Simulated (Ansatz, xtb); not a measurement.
# Relative energy of two isomers of C5H5FO2

Structure a: `O=C1CC=C(F)OC1`, a singlet. Structure b: `O=C1OC=CC[C@@H]1F`, a singlet. Both are isolated molecules in the gas phase, relaxed with PBE0-D3(BJ)/def2-SVP; the shapes shown needn't be the lowest conformers.

a (Å):

```yaml
atoms:
  - { symbol: C, position_ang: [-0.7006, 0.4641, -0.1877] }
  - { symbol: C, position_ang: [-1.4636, 1.1658, 0.9143] }
  - { symbol: C, position_ang: [-0.7751, 1.1087, 2.2406] }
  - { symbol: C, position_ang: [0.2495, 0.2761, 2.4342] }
  - { symbol: C, position_ang: [0.6807, -0.0605, 0.1759] }
  - { symbol: F, position_ang: [0.8340, 0.1027, 3.6003] }
  - { symbol: O, position_ang: [-1.1075, 0.3735, -1.3166] }
  - { symbol: O, position_ang: [0.8210, -0.4988, 1.5117] }
  - { symbol: H, position_ang: [-2.4705, 0.7109, 0.9451] }
  - { symbol: H, position_ang: [-1.6310, 2.2038, 0.5753] }
  - { symbol: H, position_ang: [-1.1273, 1.7056, 3.0817] }
  - { symbol: H, position_ang: [0.9328, -0.9026, -0.4797] }
  - { symbol: H, position_ang: [1.3958, 0.7622, -0.0215] }
```

b (Å):

```xyz
13

C    -1.6509   -0.2592    0.9197
C    -1.0317    2.0269    1.0457
C     0.2526    1.7795    1.2995
C     0.7300    0.3676    1.4267
C    -0.1799   -0.5386    0.6272
F     0.0073   -0.2907   -0.7155
O    -2.4807   -1.1012    1.0762
O    -1.9917    1.0530    0.9488
H    -1.4657    3.0188    0.9163
H     0.9438    2.6178    1.3961
H     1.7565    0.2491    1.0467
H     0.7449    0.0421    2.4834
H     0.0007   -1.6065    0.8174
```

Quicker runs give these differences E(b) − E(a): GFN2-xTB −0.354 eV; HF/STO-3G +0.004 eV (at GFN2-xTB geometries); r2SCAN-D4/def2-SVP −0.360 eV (at GFN2-xTB geometries).

**Question.** Estimate E(b) − E(a) at the level CCSD(T)/def2-SVP + ΔMP2/def2-TZVPP.

**Answer.** Calculated at CCSD(T)/def2-SVP + ΔMP2/def2-TZVPP: E(b) − E(a) = −0.421 eV, so structure b lies lower.

The same difference at several levels:

```tsv
level	geometry	E(b) − E(a) (eV)	departure from the last row (eV)	job, with rough time for the two
GFN2-xTB	GFN2-xTB	−0.354	+0.067	optimisation, 0.2 s
HF/STO-3G	GFN2-xTB	+0.004	+0.425	single point, 0.52 s
r2SCAN-D4/def2-SVP	GFN2-xTB	−0.360	+0.060	single point, 3.1 s
PBE0-D3(BJ)/def2-SVP	PBE0-D3(BJ)/def2-SVP	−0.327	+0.094	optimisation, 48 s
HF/def2-SVP	PBE0-D3(BJ)/def2-SVP	−0.334	+0.087	part of the CCSD(T) run
MP2/def2-SVP	PBE0-D3(BJ)/def2-SVP	−0.428	−0.008	part of the CCSD(T) run
CCSD(T)/def2-SVP	PBE0-D3(BJ)/def2-SVP	−0.425	−0.004	single point
CCSD(T)/def2-SVP + ΔMP2/def2-TZVPP	PBE0-D3(BJ)/def2-SVP	−0.421		single point, 63 s
```

As drawn, both hold the same kinds of bond in the same numbers.

HF/STO-3G finds them nearly level. The largest departure from CCSD(T)/def2-SVP + ΔMP2/def2-TZVPP is that of HF/STO-3G, 0.425 eV. The last row adds to CCSD(T) the change of the MP2 difference between the two basis sets, here +0.004 eV.

With thermal terms from frequencies at re-optimised GFN2-xTB minima (ideal gas, soft modes damped towards free rotors, one conformer each, 298.15 K, 1 atm): on the last row, ΔE + ΔZPE = −0.392, ΔH = −0.400, ΔG = −0.380 eV.

The correlated steps freeze 8 core orbitals. Mirror images aren't counted in ΔG. Run with Ansatz 0.2.0, xtb 6.7.1; the last row on 4 threads of Intel(R) Xeon(R) Platinum 8259CL CPU @ 2.50GHz (Skylake/Cascade Lake) on a shared host.
